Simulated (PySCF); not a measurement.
## Working out the ionisation energy of Pb+

Pb+ [Xe] 4f14 5d10 6s2 6p1 (2P) → Pb(2+) [Xe] 4f14 5d10 6s2 (1S). Computed with PySCF 2.14 in x2c-TZVPPall with one added diffuse shell each of s, p, d, f type (12s8p7d4f, 99 functions), with the spin-free X2C one-electron Hamiltonian (Gaussian nucleus). Frozen: [Xe] 4f14 5d10. Energies in hartree (1 hartree = 27.21139 eV):

```csv
part,Pb+ (lower),Pb(2+) (upper)
UHF,-20879.633022,-20879.146567
CCSD correlation,-0.035280,-0.027148
(T),-0.000400,0.000000
```

Problem. What does Hartree-Fock give?

Solution. (-20879.146567) − (-20879.633022) = 0.486455 hartree = 13.237 eV.

Problem. What do CCSD and CCSD(T) give?

Solution. The CCSD correlation energies differ by 0.008132 hartree = 0.221 eV and the triples by 0.000400 hartree = 0.011 eV, so CCSD gives 13.458 eV and CCSD(T) 13.469 eV.

Measured between the centres of the two terms (NIST): 13.869 eV, so CCSD(T) (valence) is off by -0.400 eV.

What remains against the reference includes basis incompleteness, the frozen core and higher excitations.
